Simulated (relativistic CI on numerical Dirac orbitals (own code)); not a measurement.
## Pb¹⁷⁺: sensitivity of the levels to the model

Base calculation: Dirac-Coulomb-Breit CI, orbitals from a KLI potential per configuration, model QED, unscaled Slater integrals.

Configuration list (outside the closed core [Kr] 4d10): 4f14 5s2 5p3, 4f14 5s 5p4, 4f14 5s2 5p2 5d, 4f13 5s2 5p4, 4f14 5s 5p3 5d, 4f14 5s2 5p2 5f, 4f14 5s 5p3 5f, 4f14 5s2 5p2 5g, 4f14 5s2 5p2 6s, 4f14 5p4 5d, 4f14 5p5, 4f13 5p6, 4f14 5s2 5p 5d2, 4f14 5s2 5d3, 4f14 5s 5p 5d3, 4f14 5s2 5d2 5f, 4f14 5s 5p 5d2 5f, 4f14 5s2 5p 5f2, 4f14 5s2 5d 5f2, 4f14 5s 5p 5d 5f2, 4f14 5s2 5f3, 4f14 5s 5p 5f3. Double excitations out of closed p, d and f shells are left out; levels of such configurations are missing from the list, as are those of other unlisted configurations, and high levels can miss mixing partners. Some configurations lack a partner that the ground configuration has and come out too high, among them 4f14 5s2 5p2 5g, 4f14 5s2 5p2 6s.

Variants: (1) valence Slater integrals scaled by 0.9; (2) Breit term removed; (3) one mean potential for all configurations. Shifts of the energy above 4f14 5s2 5p3 2P°_3/2, in cm⁻¹, for the lowest level and the first level of each name with at least 55 % of one term (blank where a level changes its place among those of its configuration and J or its character, or is not in the variant):

```
                 Level     Base   Δ(1)   Δ(2)    Δ(3)
  4f14 5s2 5p3 2P°_3/2        0      0      0       0
  4f14 5s2 5p3 2D°_5/2   227756   +469  +2614    -122
  4f14 5s2 5p3 2P°_1/2   255389  -2120  +2565    -138
    4f14 5s 5p4 4P_5/2   568643  +6059   +846    -214
 4f13 5s2 5p4 4G°_11/2   738922  -1108  -4241  +17346
  4f13 5s2 5p4 2D°_3/2   742405  -1335  -4444  +17417
  4f13 5s2 5p4 4D°_1/2   782298  -1365  -2821  +18447
4f14 5s2 5p2 5d 4D_1/2   786338  +3289  +3719    -341
4f14 5s2 5p2 5d 2G_9/2   847183  +1399  +4707    -337
 4f13 5s2 5p4 2H°_11/2   997521  -4111  -1556  +19616
  4f13 5s2 5p4 2P°_3/2  1011312  -5478  -1897  +19628
  4f13 5s2 5p4 4F°_3/2  1016272  -1979   -216  +20731
  4f13 5s2 5p4 2H°_9/2  1037361  -4198    -20  +20601
  4f13 5s2 5p4 2P°_1/2  1052168  -5779   -331  +20577
4f14 5s2 5p2 5d 4F_9/2  1068364  +2444  +7214    -252
```

At this charge transitions that keep the count of f electrons are usually good to a few per cent. Levels that differ in their count of f electrons can be misplaced by several ten thousand cm⁻¹, since the correlation energy of f electrons is missing or only estimated; rates across such gaps can be off by orders of magnitude.

Ionisation energy from one configuration of each of the two ions, the ground ones as tabulated or assumed: base 411.575 eV; Breit term removed 411.921 eV. The NIST ASD value (theoretical) is 427 ± 21 eV.

LS names give the leading component of a level, which can be under half, so a name can repeat, a term be missing and a line seem to break the LS rules.
